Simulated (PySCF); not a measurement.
# Trend along group 13: MH cations

HF with double-zeta basis sets in PySCF, for the lowest determinant that a PBE0 search found; no spin–orbit coupling. De refers to high-spin ground-configuration atoms (the charge goes to the atom of lower measured ionisation energy or higher electron affinity, which is not always the lowest computed limit). A positive dipole points towards H; it is taken about the centre of mass and depends on that origin.

```csv
M,basis,reference,charged atom,state (unpaired electrons),Re (Å),ωe (cm⁻¹),De (eV),μ (D)
B,jorge-DZP-DKH,UHF,B+,doublet (σ ↑),1.204,2724,2.23,0.32
Al,x2c-SVPall,UHF,Al+,doublet (σ ↑),1.592,1798,0.60,-0.62
Ga,cc-pVDZ-PP/cc-pVDZ,UHF,Ga+,doublet (σ ↑),1.650,1274,0.12,0.20
```

The shortest bond is that of BH⁺ (1.204 Å), the longest that of GaH⁺ (1.650 Å). BH⁺ is bound most strongly (2.23 eV) and GaH⁺ least (0.12 eV).

The rows differ in basis set, which adds steps of its own.

Down a group the atoms grow and get heavier, so bonds lengthen and wavenumbers fall; this series shows no clear exception.

Spin–orbit coupling is left out. For an ion De counts to the pair picked by the measured ionisation energies or electron affinities, which need not be the lowest pair at this level. Hartree–Fock leaves out correlation, which carries a large part of most bond energies and some tenths to 1 eV of ionisation energies. States were picked by a PBE0 search and need not be the measured ground states.
